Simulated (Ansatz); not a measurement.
Conformers of FH5OSSi2, SMILES `O[SiH2]S[SiH2]F`, each relaxed with PBE0-D4/def2-TZVP in Ansatz. CBS adds the triple-zeta coupled-cluster correction to the MP2 limit.

Not all of them had a frequency check.

Conformer A:

```xyz
10

O    -0.835    1.955   -0.511
Si    0.589    1.149   -0.612
S     0.991   -0.050    1.119
Si   -0.297   -1.670    0.664
F     0.450   -2.748   -0.247
H    -0.977    2.527    0.245
H     0.468    0.300   -1.815
H     1.747    2.072   -0.687
H    -0.654   -2.331    1.937
H    -1.481   -1.204   -0.092
```

Conformer B:

```xyz
10

O    -1.861    0.855    0.733
Si   -0.960   -0.474    1.044
S     1.143   -0.033    1.161
Si    1.441    0.121   -0.923
F     0.358    1.142   -1.535
H    -1.636    1.355   -0.056
H    -1.366   -0.967    2.374
H    -1.128   -1.505   -0.013
H     1.219   -1.163   -1.622
H     2.792    0.670   -1.162
```

Which is lowest in electronic energy at CCSD(T)/CBS (frozen core, def2 sets), and by how much? (Estimate.)

Computed: B; A lies 2.9 kJ/mol higher.

Give the energies relative to B (kJ/mol) with r2SCAN-D4/def2-TZVPP, ωB97X-V/def2-TZVPP, r2SCAN/def2-TZVPP, MP2/def2-TZVPP, CCSD/def2-TZVPP, HF/def2-QZVPP, MP2/def2-QZVPP. (An estimate is asked.)

The calculation gave: 
```json
{"level": "r2SCAN-D4/def2-TZVPP", "A": "3.8"}
{"level": "ωB97X-V/def2-TZVPP", "A": "3.8"}
{"level": "r2SCAN/def2-TZVPP", "A": "3.6"}
{"level": "MP2/def2-TZVPP", "A": "3.1"}
{"level": "CCSD/def2-TZVPP", "A": "2.6"}
{"level": "HF/def2-QZVPP", "A": "0.1"}
{"level": "MP2/def2-QZVPP", "A": "2.8"}
```
